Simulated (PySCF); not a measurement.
C5H5OS (doublet state).
Structure used (GFN2-xTB), in Å, numbered top down from 1:
```
atom  x, y, z in Å
S1     2.539    1.257   -0.849
C2     1.875   -0.083    0.185
C3     0.396   -0.057    0.113
C4    -0.469   -0.504   -0.849
C5    -1.766   -0.172   -0.395
C6    -1.593    0.459    0.799
O7    -0.290    0.537    1.111
H8     2.217    0.088    1.206
H9     2.281   -1.019   -0.198
H10   -0.207   -1.009   -1.756
H11   -2.692   -0.376   -0.890
H12   -2.290    0.878    1.497
```

As a line formula: `[S]CC1=CC=CO1` [radical].

Method used: PySCF 2.14.0, UKS B3LYP, pcH-1 on C H O S, non-relativistic, mean-field spin-orbit, GIAO. One conformer (not necessarily the lowest) at the GFN2-xTB geometry, without solvent, vibrations or thermal averaging. A GFN2-xTB geometry isn't a minimum of the functional, and hyperfine couplings can be far from their values at a DFT geometry, by a factor of two or more for some ions and for spin on atoms past the first row.

Output of the driver script. The program numbers atoms from 0.

```
UKS, coarse grid
  cycle   1  E = -666.77138649  |g| = 4.37e-01
  cycle   2  E = -666.02223011  |g| = 1.10e+00
  cycle   3  E = -666.87416758  |g| = 2.62e-01
  cycle   4  E = -666.88914853  |g| = 1.79e-01
  cycle   5  E = -666.90548770  |g| = 6.88e-02
  cycle   6  E = -666.90778527  |g| = 4.62e-02
  cycle   7  E = -666.90915725  |g| = 1.07e-02
  cycle   8  E = -666.90922349  |g| = 4.86e-03
  cycle   9  E = -666.90923635  |g| = 2.17e-03
  cycle  10  E = -666.90924059  |g| = 1.05e-03
  cycle  11  E = -666.90924107  |g| = 4.63e-04
UKS, final grid
  cycle   1  E = -666.90921848  |g| = 5.92e-04
  cycle   2  E = -666.90921830  |g| = 9.78e-04
  cycle   3  E = -666.90921881  |g| = 1.46e-04
  cycle   4  E = -666.90921886  |g| = 1.04e-04
  cycle   5  E = -666.90921896  |g| = 5.77e-05
  cycle   6  E = -666.90921898  |g| = 5.14e-05
  cycle   7  E = -666.90921901  |g| = 4.80e-05
  cycle   8  E = -666.90921908  |g| = 4.43e-05
  cycle   9  E = -666.90921916  |g| = 3.91e-05
  cycle  10  E = -666.90921928  |g| = 3.03e-05
  cycle  11  E = -666.90921939  |g| = 1.72e-05
  cycle  12  E = -666.90921942  |g| = 6.93e-06
  cycle  13  E = -666.90921942  |g| = 3.79e-06
E = -666.90921942 Eh   <S^2> = 0.7532 (exact 0.7500)
g shifts (ppm)      1          2          3
  rmc          -221       -221       -221
  gc            -10         53         36
  oz_so        -130      12522     562756
  total        -339      12354     562600
hyperfine (MHz)  atom isotope    a_iso     a_fc   dipolar eigenvalues
    0   33S      14.84      14.84    -85.04    -84.11    169.15
    1   13C     -12.80     -12.80     -2.06     -0.82      2.88
    2   13C      39.88      39.88     -7.08     -4.70     11.77
    3   13C       3.12       3.12     -4.59     -3.61      8.19
    4   13C      -3.15      -3.15     -2.30      0.87      1.43
    5   13C       5.66       5.66     -4.89     -4.13      9.02
    6   17O       0.50       0.50     -0.91     -0.30      1.21
    7    1H      37.82      37.82     -4.40     -2.70      7.10
    8    1H      -2.01      -2.01     -4.23     -2.52      6.75
    9    1H      -3.14      -3.14     -2.40     -0.54      2.94
   10    1H       0.98       0.98     -0.84     -0.06      0.90
   11    1H      -3.77      -3.77     -2.48     -0.49      2.98
```

Q: Can this result be taken as it stands? Point to the evidence in the output.

A: No. The largest g shift is +0.563, past the limit of 0.03 at which the run flags a species of elements up to argon. The orbital-Zeeman/spin–orbit term is second order, a sum of spin–orbit matrix elements over excitation energies, so it grows and becomes less reliable as an excited state comes close; a shift this large should be checked with a method that treats spin–orbit coupling variationally or among several states. The contact and dipolar couplings don't rest on that expansion, but they belong to the state that the SCF found, and a close-lying state with the spin in another orbital would have other couplings; no stability test was run. The run left out the spin–orbit part of the hyperfine coupling.

Q: Where is the spin in this solution (atoms counted from 1)?

A: The largest Mulliken spin population is on S1 (+0.93). The unrestricted determinant has ⟨S²⟩ = 0.7532 (exact 0.7500), so spin contamination is small. 

Q: Average a_iso over equivalent nuclei, turn it into first-order splittings with g = 2.0023, and give the multiplets for abundant isotopes (0.05 mT or more).

A: 
```
nuclei (from 1)  isotope    I         position  a_iso (MHz)  |a| (mT)    splits into
          H8/H9       1H  1/2  2 bonds from S1         17.9      0.64  1:2:1 triplet
            H12       1H  1/2  5 bonds from S1         -3.8      0.13    1:1 doublet
            H10       1H  1/2  4 bonds from S1         -3.1      0.11    1:1 doublet
```

Means are taken over nuclei equivalent by connectivity, which assumes that they swap fast. The 1H value of +17.9 MHz is a mean of couplings from -2.0 to 37.8 MHz in this one geometry, not an average over conformers.

Hardware: an Arm Neoverse V2 with one thread, no GPU, shared host with 96 logical CPUs at a one-minute load of 80. Cost: 64 s wall (with the writing of density and orbital grids), 0.92 GiB resident at most.
